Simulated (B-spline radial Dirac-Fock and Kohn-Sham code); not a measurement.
# Tl³⁺ 4d3/2: cross section and angular parameters

System: Tl³⁺ in the configuration 1s2 2s2 2p6 3s2 3p6 3d10 4s2 4p6 4d10 4f14 5s2 5p6 5d10; threshold 437.1 eV (orbital energy of the model). Method: Dirac-Hartree-Slater photoionisation with a Latter tail; cross sections with all multipoles, angular parameters from the dipole term and its interference with E2. Computed with a radial atomic solver.

Input file task.json (cfg lists n, l and occupation; rrms is the nuclear radius in fm):

```json
{"items": [{
  "Z": 81,
  "q": 3,
  "cfg": [[1, 0, 2], [2, 0, 2], [2, 1, 6], [3, 0, 2], [3, 1, 6], [3, 2, 10], [4, 0, 2], [4, 1, 6], [4, 2, 10], [4, 3, 14], [5, 0, 2], [5, 1, 6], [5, 2, 10]],
  "A": 205,
  "rrms": 5.4759,
  "do": "xps",
  "hv": [67.1, 109.0, 156.0, 184.0, 187.0, 200, 212.0, 226.0, 252.0, 277.0, 400, 419.0, 482.0, 530.0, 600, 1070.0, 1253.6, 1470.0, 2650.0, 2810.0, 4000, 4060.0, 4470.0, 5414.7, 7750.0, 9251.7, 10200.0, 10900.0, 13600.0, 15000]
}]}
```

Run with: `python xray2_run.py task.json out`

For linearly polarised light dσ/dΩ = σ/(4π) [1 + β P₂(cos θ) + (δ + γ cos²θ) sin θ cos φ], with θ from the polarisation vector and φ the angle between the beam and the projection of the electron momentum on the plane normal to the polarisation.

```tsv
hν (eV)	σ (kb)	β	γ	δ
482	163	-0.508	0.100	0.006
530	195	-0.747	-0.103	0.098
600	?	?	?	?
1070	183	0.733	0.149	0.028
1253.6	151	0.912	0.078	0.011
1470	119	1.052	0.009	0.006
2650	39.2	1.337	0.006	0.026
2810	34.4	1.351	0.032	0.030
4000	14.9	1.393	0.283	0.052
4060	14.3	1.393	0.297	0.053
4470	11.2	1.393	0.391	0.060
5414.7	6.70	1.381	0.603	0.075
7750	2.42	1.321	1.063	0.110
9251.7	1.42	1.277	1.311	0.132
10200	1.05	1.249	1.451	0.147
10900	0.853	1.229	1.546	0.157
13600	0.419	1.155	1.863	0.199
15000	0.304	1.120	2.001	0.220
```

Problem. Give the values at 600 eV.

Solution. σ = 222 kb, β = -0.485, γ = -0.150, δ = 0.170.
